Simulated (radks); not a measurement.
Question: Se3+, 31 electrons, occupied as [Ar] 3d10 4s2 4p1. All-electron calculation, scalar-relativistic Kohn-Sham, exchange-only B88, spin-polarised, spherical densities, finite nucleus; open shells are filled with parallel spins first; Fermi nuclear charge, rms radius 4.14 fm. Program: a radial shooting solver on a logarithmic mesh with Libxc functionals. Some entries of the table are withheld. Estimate them.

| orbital | occ. | eigenvalue (eV) | <r> (bohr) | <r^2> (bohr^2) |
|---|---|---|---|---|
| 1s up | 1 | -12544.00 | 0.04408 | 0.002616 |
| 1s down | 1 | -12543.93 | 0.04408 | 0.002616 |
| 2s up | 1 | -1642.882 | 0.1959 | 0.04527 |
| 2s down | 1 | -1642.849 | 0.1959 | 0.04527 |
| 2p up | 3 | -1449.654 | 0.1711 | 0.03584 |
| 2p down | 3 | -1449.590 | 0.1711 | 0.03584 |
| 3s up | 1 | -248.3589 | 0.5740 | 0.3794 |
| 3s down | 1 | -248.2570 | 0.5739 | 0.3791 |
| 3p up | 3 | (1) | (2) | 0.4075 |
| 3p down | 3 | (3) | (4) | 0.4069 |
| 3d up | 5 | -88.1057 | 0.6281 | 0.4922 |
| 3d down | 5 | -87.9224 | 0.6260 | 0.4879 |
| 4s up | 1 | -49.0513 | 1.645 | 3.061 |
| 4s down | 1 | -47.5016 | 1.640 | 3.049 |
| 4p up | 1 | -36.2260 | 1.888 | (5) |
| 4p down | 0 | -34.6152 | 1.894 | (6) |

Answer: 
(1) 3p up eigenvalue (eV): -187.9299
(2) 3p up <r> (bohr): 0.5893
(3) 3p down eigenvalue (eV): -187.8092
(4) 3p down <r> (bohr): 0.5890
(5) 4p up <r^2> (bohr^2): 4.055
(6) 4p down <r^2> (bohr^2): 4.094
